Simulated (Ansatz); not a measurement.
## Worked example: GeH3Br + GeH(CH3)2(SiH3) → SiH3(GeH3) + GeH(CH3)2Br

Gas-phase species: GeH3Br `[GeH3][Br]`, singlet; GeH(CH3)2(SiH3), singlet; SiH3(GeH3), singlet; GeH(CH3)2Br, singlet. The partners trade Br for SiH3; both sit on Ge, so the bond types are kept.

Shapes, held fixed at every level: PBE0-D4/def2-TZVP. Programs: Ansatz 0.2.0. Electronic energies: no zero-point or thermal term.

At CCSD(T)/def2-TZVPP; 1 Eh = 2625.50 kJ/mol:

| species | energy (Eh) |
| --- | --- |
| GeH3Br | -4650.143558 |
| GeH(CH3)2(SiH3) | -2446.750458 |
| SiH3(GeH3) | -2368.247189 |
| GeH(CH3)2Br | -4728.655315 |

Question: Work out ΔE of the reaction at this level.

Answer: 
1. Products less reactants: (-2368.247189) + (-4728.655315) − [(-4650.143558) + (-2446.750458)] = -0.008488 Eh = -22.3 kJ/mol.

Other levels give -23.6 (r2SCAN-D4/def2-TZVPP) to -21.4 kJ/mol (PBE-D4/def2-TZVPP). No measured value is set beside it here. Relativity is left out for Br, Ge. Outer-core shells of Br, Ge are correlated, in sets that cover them unevenly.
